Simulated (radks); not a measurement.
Problem. Coherent X-ray form factor from a spherical all-electron density. All-electron calculation, scalar-relativistic Kohn-Sham, exchange-only LDA, spin-polarised, spherical densities, point nucleus. Program: a radial shooting solver on a logarithmic mesh with Libxc functionals.

| sin(theta)/lambda (1/angstrom) | f0 (electrons) |
|---|---|
| 0.05 | 36.240 |
| 0.1 | 34.415 |
| 0.15 | 32.229 |
| 0.2 | 30.004 |
| 0.25 | 27.852 |
| 0.3 | 25.856 |
| 0.4 | 22.500 |
| 0.5 | 19.868 |
| 0.6 | 17.653 |
| 0.8 | 13.839 |
| 1 | 10.798 |
| 1.25 | 8.238 |
| 1.5 | 6.771 |
| 2 | 5.310 |

The species is in the configuration that NIST lists as its ground one. Which atom or ion scatters so?

Solution. The strontium ion Sr+, [Kr] 5s1. Extrapolating in s^2 from the first two rows gives f0(0) = 36.8, near the electron count 37; among species with that count, the fall with angle is slower the higher Z, and the table is that of Z = 38; from so few rows the species is fixed only to a neighbour or two.
